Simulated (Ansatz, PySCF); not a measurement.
HOY, SMILES [Y][OH]. Atoms are numbered in the order given.

```xyz
3

Y      0.0000     0.0000    -0.2250
O      0.0000     0.0000     1.7143
H      0.0000     0.0000     2.6687
```
Charge 0, spin multiplicity 1.

Coordinates come from a PBE0-D3(BJ)/def2-TZVPD optimisation. The spin state was assumed, not searched. The def2 effective core potentials stand for the cores of Y; spin–orbit coupling is left out.

Two levels are set side by side: PBE-D3(BJ)/def2-TZVPD (Ansatz, an electronic-structure program) and PBE0-D3(BJ)/def2-TZVPD (Ansatz). Each level has its own optimised geometry; the coordinates shown are those of the second. Frequencies come from the Hessian of PySCF at each geometry. Differences are taken from unrounded values.

```
quantity                            PBE0-D3(BJ)  PBE-D3(BJ)  PBE-D3(BJ) minus PBE0-D3(BJ)
----------------------------------  -----------  ----------  ----------------------------
mean bond length (Å)                      1.447       1.456                         0.009
bond Y1–O2 (Å)                            1.939       1.946                         0.007
bond O2–H3 (Å)                            0.954       0.965                         0.011
highest harmonic wavenumber (cm⁻¹)         3980        3825                          -156
mean harmonic wavenumber (cm⁻¹)            1325        1264                           -60
zero-point energy (kcal/mol)               7.57        7.23                         -0.34
```

Exact exchange shortens and stiffens bonds; PBE has none. Differences between two approximate levels are no errors against the true value.
